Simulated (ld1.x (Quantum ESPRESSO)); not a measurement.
K (Z = 19): RRKJ pseudisation with BP86, scalar-relativistic reference atom.

Input for ld1.x (Quantum ESPRESSO) 7.5:

```
&input
   title='K', zed=19., rel=1, dft='BP', iswitch=3,
   config='[Ar] 3d0 4s0.5 4p0',
   nld=3, rlderiv=4.55, eminld=-2.0, emaxld=5.0, deld=0.02
 /
 &inputp
   pseudotype=2, tm=.false., rho0=0.005, lloc=0,
   nlcc=.false.,
   file_pseudopw='K.UPF', file_wfcaegen='ae.wfc', file_wfcncgen='nc.wfc', file_beta='beta', file_chi='chi'
 /
3
4P  2  1   0.00   0.00  4.00  4.00  0.0
3D  3  2   0.00   0.00  4.20  4.20  0.0
4S  1  0   0.50   0.00  3.05  3.05  0.0
 &test
   configts(1)='3d0 4s0.5 4p0'
 /
```

Command:

```bash
ld1.x < K.in > K.out
```

The program printed (shortened: banner, matrices, multipoles, cross overlaps and the repeated all-electron block are left out):

```
Program LD1 v.7.5
     --------------------------- All-electron run ----------------------------

     K
     scalar relativistic calculation

     atomic number is 19.00
     dft =BP   lsd =0 sic =0 latt =0  beta=0.20 tr2=1.0E-14
     Exchange-correlation= BP
                           (   1   1   1   1   0   0   0)
     mesh =1165 r(mesh) = 100.03909 a.u. xmin = -7.00 dx = 0.01250
     1 Ry =  13.60569312 eV, c = 137.03599908

     n l     nl                  e(Ry)          e(Ha)          e(eV)
     1 0     1S 1( 2.00)      -259.2183      -129.6091     -3526.8443
     2 0     2S 1( 2.00)       -26.2057       -13.1029      -356.5472
     2 1     2P 1( 6.00)       -20.8175       -10.4087      -283.2360
     3 0     3S 1( 2.00)        -2.8133        -1.4066       -38.2763
     3 1     3P 1( 6.00)        -1.5976        -0.7988       -21.7359
     3 2     3D 1( 0.00)        -0.1194        -0.0597        -1.6239
     4 0     4S 1( 0.50)        -0.3222        -0.1611        -4.3842
     4 1     4P 1( 0.00)        -0.1829        -0.0914        -2.4878

     final scf error:  3.5E-15 reached in  24 iterations

     Etot =   -1204.597091 Ry,    -602.298545 Ha,  -16389.378356 eV

     Ekin =    1211.821359 Ry,     605.910679 Ha,   16487.669529 eV
     Encl =   -2862.324310 Ry,   -1431.162155 Ha,  -38943.906187 eV
     Eh   =     513.064953 Ry,     256.532476 Ha,    6980.604300 eV
     Exc  =     -67.159092 Ry,     -33.579546 Ha,    -913.745997 eV

     normalization and overlap integrals

     s(1S/1S) =  1.000000  <r> =   0.0810  <r2> =    0.0088  r(max) =   0.0533
     s(2S/2S) =  1.000000  <r> =   0.3876  <r2> =    0.1781  r(max) =   0.3184
     s(2P/2P) =  1.000000  <r> =   0.3505  <r2> =    0.1524  r(max) =   0.2640
     s(3S/3S) =  1.000000  <r> =   1.2678  <r2> =    1.8620  r(max) =   1.0704
     s(3P/3P) =  1.000000  <r> =   1.4319  <r2> =    2.4372  r(max) =   1.1538
     s(3D/3D) =  1.000000  <r> =   4.8334  <r2> =   31.4179  r(max) =   2.5044
     s(4S/4S) =  1.000000  <r> =   4.5551  <r2> =   23.7383  r(max) =   3.8789
     s(4P/4P) =  1.000000  <r> =   5.9766  <r2> =   40.8659  r(max) =   5.1067

     ------------------------ End of All-electron run ------------------------

     --------------------- Generating NC pseudopotential ---------------------

      Generating local pot.: lloc=0, matching radius rcloc =   3.0500

      Wfc   4P  rcut= 3.977  Estimated cut-off energy=       10.75 Ry
      This function has    0 nodes for 0 < r <    3.977

      Wfc   3D  rcut= 4.181  Estimated cut-off energy=       13.15 Ry
      This function has    0 nodes for 0 < r <    4.181

     ------------------- End of pseudopotential generation -------------------

     Computing logarithmic derivative in   4.53502
     Message from routine compute phi:
     negative determinant

      ld=  -0.082646 f2ae  0.082477 faenor  0.484162
     Computing logarithmic derivative in   4.53502
     Computing the partial wave expansion
       no projector for channel:   0
     R is outside the sphere for l=    1 j= 0.00
     R is outside the sphere for l=    2 j= 0.00

     ---------------------- Testing the pseudopotential ----------------------

     K
     scalar relativistic calculation

     atomic number is 19.00   valence charge is  1.00
     dft =BP   lsd =0 sic =0 latt =0  beta=0.20 tr2=1.0E-14
     mesh =1165 r(mesh) = 100.03909 xmin = -7.00 dx = 0.01250

     n l     nl             e AE (Ry)        e PS (Ry)    De AE-PS (Ry)
     3 2     3D   1( 0.00)       -0.11935       -0.11935       -0.00000
     1 0     4S   1( 0.50)       -0.32223       -0.32223       -0.00000
     2 1     4P   1( 0.00)       -0.18285       -0.18285       -0.00000

     eps = 5.6E-35  iter =  1

     Etot =   -1204.597091 Ry,    -602.298545 Ha,  -16389.378356 eV
     Etotps =    -0.189934 Ry,      -0.094967 Ha,      -2.584181 eV

     Ekin =       0.060179 Ry,       0.030089 Ha,       0.818776 eV
     Encl =      -0.215866 Ry,      -0.107933 Ha,      -2.937000 eV
     Ehrt =       0.049397 Ry,       0.024698 Ha,       0.672079 eV
     Ecxc =      -0.083644 Ry,      -0.041822 Ha,      -1.138035 eV

     ---------------------- End of pseudopotential test ----------------------
```

Generation and configuration tests took about 2.3 s on one core of a shared server CPU.

Transferability test of the new file with ld1.x, input:

```
&input
   title='K', zed=19., rel=1, dft='BP', iswitch=2,
   config='[Ar] 3d0 4s0.5 4p0'
 /
 &test
   file_pseudo='K.UPF', nconf=5,
   configts(1)='3d0 4s0.5 4p0',
   configts(2)='3d0 4s1 4p0',
   configts(3)='3d0 4s0 4p1',
   configts(4)='3d1 4s0 4p0',
   configts(5)='3d0.5 4s0.5 4p0'
 /
```

```bash
ld1.x < K.test.in > K.test.out
```

Pseudopotential blocks of its output, shortened (energy terms left out; the distinct warnings before each block abridged to one line each):

```
     Warning: convergence not achieved
     ---------------------- Testing the pseudopotential ----------------------

     n l     nl             e AE (Ry)        e PS (Ry)    De AE-PS (Ry)
     3 2     3D   1( 0.00)       -0.11935       -0.11935       -0.00000
     1 0     4S   1( 0.50)       -0.32223       -0.32223       -0.00000
     2 1     4P   1( 0.00)       -0.18285       -0.18285       -0.00000

     eps = 1.8E-10  iter =201

     Etot =   -1204.597091 Ry,    -602.298545 Ha,  -16389.378356 eV
     Etotps =    -0.189934 Ry,      -0.094967 Ha,      -2.584181 eV

     ---------------------- End of pseudopotential test ----------------------

          Warning: convergence not achieved
     ---------------------- Testing the pseudopotential ----------------------

     n l     nl             e AE (Ry)        e PS (Ry)    De AE-PS (Ry)
     3 2     3D   1( 0.00)        0.00000        0.00000        0.00000
     1 0     4S   1( 1.00)       -0.17942       -0.18058        0.00116
     2 1     4P   1( 0.00)       -0.06527       -0.06459       -0.00069

     eps = 8.7E-11  iter =201

     Etot =   -1204.722310 Ry,    -602.361155 Ha,  -16391.082052 eV
     Etotps =    -0.315601 Ry,      -0.157801 Ha,      -4.293976 eV
     dEtot_ae =      -0.125219 Ry
     dEtot_ps =      -0.125668 Ry,   Delta E=       0.000448 Ry

     ---------------------- End of pseudopotential test ----------------------

          ---------------------- Testing the pseudopotential ----------------------

     n l     nl             e AE (Ry)        e PS (Ry)    De AE-PS (Ry)
     3 2     3D   1( 0.00)       -0.03823       -0.03040       -0.00783  !
     1 0     4S   1( 0.00)       -0.22247       -0.21289       -0.00959  !
     2 1     4P   1( 1.00)       -0.10687       -0.10721        0.00034

     eps = 5.9E-15  iter = 15

     Etot =   -1204.607683 Ry,    -602.303842 Ha,  -16389.522472 eV
     Etotps =    -0.202688 Ry,      -0.101344 Ha,      -2.757712 eV
     dEtot_ae =      -0.010592 Ry
     dEtot_ps =      -0.012754 Ry,   Delta E=       0.002162 Ry

     ---------------------- End of pseudopotential test ----------------------

          ---------------------- Testing the pseudopotential ----------------------

     n l     nl             e AE (Ry)        e PS (Ry)    De AE-PS (Ry)
     3 2     3D   1( 1.00)       -0.05040       -0.04512       -0.00528  !
     1 0     4S   1( 0.00)       -0.22760       -0.20373       -0.02387  !
     2 1     4P   1( 0.00)       -0.11378       -0.09553       -0.01825  !

     eps = 6.8E-15  iter = 48

     Etot =   -1204.541345 Ry,    -602.270672 Ha,  -16388.619887 eV
     Etotps =    -0.142751 Ry,      -0.071376 Ha,      -1.942230 eV
     dEtot_ae =       0.055746 Ry
     dEtot_ps =       0.047183 Ry,   Delta E=       0.008564 Ry

     ---------------------- End of pseudopotential test ----------------------

          Warning: convergence not achieved
     ---------------------- Testing the pseudopotential ----------------------

     n l     nl             e AE (Ry)        e PS (Ry)    De AE-PS (Ry)
     3 2     3D   1( 0.50)       -0.03399       -0.03222       -0.00176
     1 0     4S   1( 0.50)       -0.21597       -0.20555       -0.01042  !
     2 1     4P   1( 0.00)       -0.09930       -0.09031       -0.00899  !

     eps = 7.7E-10  iter =201

     Etot =   -1204.631540 Ry,    -602.315770 Ha,  -16389.847060 eV
     Etotps =    -0.225910 Ry,      -0.112955 Ha,      -3.073665 eV
     dEtot_ae =      -0.034449 Ry
     dEtot_ps =      -0.035976 Ry,   Delta E=       0.001527 Ry

     ---------------------- End of pseudopotential test ----------------------
```
